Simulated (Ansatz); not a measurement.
C₂H₃FSi, SMILES `FC#C[SiH3]`, relaxed with RKS PBE-D4/def2-SVP in Ansatz 0.2.0 from a rough embedded geometry. The force threshold is 0.03 eV/Å; the program also tests the step.

The species carries charge 0 and has multiplicity 1.

Start:

```xyz
7

F     2.624   -0.951   -1.847
C     1.510   -0.549   -1.086
C     0.549   -0.183   -0.422
Si   -0.831    0.280    0.642
H    -1.041    1.810    0.557
H    -2.140   -0.317    0.122
H    -0.672   -0.091    2.034
```

```csv
step,energy (eV),largest force (eV/Å),largest move (Å)
1,-12698.7351,3.563,0.000
2,-12699.0876,1.713,0.076
3,-12699.1445,0.859,0.049
4,-12699.1591,0.049,0.033
5 (rejected),-12699.1588,0.202,0.004
6,-12699.1592,0.015,0.002
```

End:

```xyz
7

F     2.530   -0.917   -1.802
C     1.530   -0.554   -1.090
C     0.571   -0.205   -0.408
Si   -0.859    0.311    0.612
H    -1.017    1.805    0.551
H    -2.113   -0.337    0.097
H    -0.641   -0.103    2.040
```

Hardware: 2 threads of an Arm Neoverse V1 on a shared host. Wall time 7 s, peak host memory 0.14 GiB.
